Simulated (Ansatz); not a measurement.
Worked example: a bond strength in As2 (SMILES [As]#[As])

As2: 2 atoms, total charge 0, spin state singlet. SMILES: `[As]#[As]`. Geometry: optimised at wB97X-V/def2-SVP.

```xyz
2

As    0.0000    0.0000    0.0143
As    0.0000    0.0000    2.0796
```

Wanted: the dissociation energy of the As2–As1 bond into quartet As and quartet As (shapes relaxed at wB97X-V/def2-SVP, no zero-point term). 1 Eh = 2625.50 kJ/mol = 27.2114 eV. Totals in Eh; open shells run unrestricted unless said.

| level | program | As2 | quartet As | quartet As  |
| --- | --- | --- | --- | --- |
| CAM-B3LYP/def2-TZVPP | Ansatz | -4471.999483 | -2235.930317 | -2235.930317 |
| MP2/def2-TZVPP, 18 core orbitals frozen in the whole | Ansatz | -4468.917279 | -2234.389913 | -2234.389913 |
| CCSD(T)/def2-TZVPP, 18 core orbitals frozen in the whole | Ansatz | -4468.937204 | -2234.402051 | -2234.402051 |

Problem. Work out the dissociation energy at each level.

Solution. 
1. CAM-B3LYP/def2-TZVPP: (-2235.930317) + (-2235.930317) − (-4471.999483) = 0.138849 Eh = 364.5 kJ/mol = 3.78 eV.
2. MP2/def2-TZVPP: (-2234.389913) + (-2234.389913) − (-4468.917279) = 0.137453 Eh = 360.9 kJ/mol = 3.74 eV.
3. CCSD(T)/def2-TZVPP: (-2234.402051) + (-2234.402051) − (-4468.937204) = 0.133102 Eh = 349.5 kJ/mol = 3.62 eV.

The levels span 349 to 365 kJ/mol; no measured value is set beside them. Relativity is left out. A bond enthalpy at 298 K also holds the loss of zero-point energy and thermal terms.
